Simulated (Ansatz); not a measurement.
`N[AsH]O` + H₂ → `N[AsH2]` + H₂O at 400 K and 1 bar (hydrogenolysis of the As–O bond).

Calculated with Ansatz (gas phase, PBE0-D4/def2-TZVP geometries, no zero-point term in ΔE). CCSD(T)/CBS adds triple-zeta CCSD(T) − MP2 to the extrapolated MP2 energy (def2 sets, frozen cores). This one scheme is used for every species. For As outer-core shells are correlated without core-valence functions, which leaves a few kJ/mol of doubt a bond. Scalar relativity is left out up to krypton. One conformer a species, not always the lowest.

```json
{"species": "`N[AsH]O`", "CCSD(T)/CBS energy (Eh)": "-2367.29883", "H − E (kJ/mol)": "150.9", "S (J/(mol·K))": "318.5"}
{"species": "H₂", "CCSD(T)/CBS energy (Eh)": "-1.17544", "H − E (kJ/mol)": "38.0", "S (J/(mol·K))": "139.0"}
{"species": "`N[AsH2]`", "CCSD(T)/CBS energy (Eh)": "-2292.09958", "H − E (kJ/mol)": "128.5", "S (J/(mol·K))": "285.0"}
{"species": "H₂O", "CCSD(T)/CBS energy (Eh)": "-76.37941", "H − E (kJ/mol)": "69.8", "S (J/(mol·K))": "198.6"}
```

H − E and S are ideal-gas, rigid-rotor, harmonic terms from PBE0-D4/def2-TZVP, for one conformer and one mirror image of each species. The MP2-based limit puts H₂ 0.8 mEh under its directly extrapolated value; such offsets cancel only in part. 1 Eh = 2625.50 kJ/mol, R = 8.31446 J/(mol·K).

Question: By hand: ΔE, ΔH, ΔS and ΔG.

Answer: ΔE = (-2292.09958) + (-76.37941) − (-2367.29883) − (-1.17544) = -0.00472 Eh = -12.4 kJ/mol. Δ(H − E) = 128.5 + 69.8 − 150.9 − 38.0 = 9.4, so ΔH = -3.0 kJ/mol. ΔS = 285.0 + 198.6 − 318.5 − 139.0 = 26.1 J/(mol·K). ΔG = -3.0 − 400 × (26.1)/1000 = -13.4 kJ/mol.

Question: By hand: the equilibrium constant, and the temperature at which ΔG would vanish if ΔH and ΔS stayed fixed.

Answer: log₁₀ K = −ΔG/(RT ln 10) = 1.7. ΔH and −TΔS have one sign here, so there is no such temperature. One of them is within its doubt of zero, so this could turn.

TΔS isn't small against ΔH here. A doubt of 5 kJ/mol in ΔE shifts log₁₀ K by 0.7 here. Other conformers and mirror images would add mixing entropy, several J/(mol·K) or more a flexible species. These are equilibria of isolated gas molecules and say nothing of rates. Largest T1 diagnostic: 0.012 (customary marks: 0.02 for closed shells, 0.045 for open ones).
